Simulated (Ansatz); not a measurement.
ClH$_{2}$MoNS$_{2}$ (`[NH2][Mo](=[S])(=[S])[Cl]`), relaxed with RKS PBE-D4/def2-SVP in Ansatz from a rough embedded geometry. The force threshold is 0.03 eV/Å; the program also tests the step.

The species carries charge 0 and has multiplicity 1. Mo: def2 effective core potential.

Start:

```xyz
7

N     0.833    1.053   -0.362
Mo   -0.568   -0.356    0.168
S     0.197   -2.204   -0.200
S    -2.250   -0.168   -0.929
Cl   -1.090   -0.132    2.487
H     1.733    0.931    0.199
H     1.145    0.876   -1.363
```

Task: By how much does the energy fall, and how many steps does the optimiser take? (Best estimate.)

Result: The calculation gave: 95.59 kJ/mol, in 8 steps.

Task: Which bonds change most? (Best estimate.)

Result: Computed: N1–Mo2 from 2.056 to 1.913 Å; Mo2–S4 from 2.016 to 2.126 Å; Mo2–Cl5 from 2.388 to 2.282 Å; Mo2–S3 from 2.034 to 2.126 Å.

Task: Give the relaxed structure. (An estimate is asked.)

Result: Computed: 
```xyz
7

N     0.897    0.760   -0.358
Mo   -0.499   -0.420    0.205
S     0.254   -2.406    0.116
S    -2.135   -0.174   -1.131
Cl   -1.150    0.072    2.336
H     1.897    0.542   -0.279
H     0.736    1.625   -0.887
```
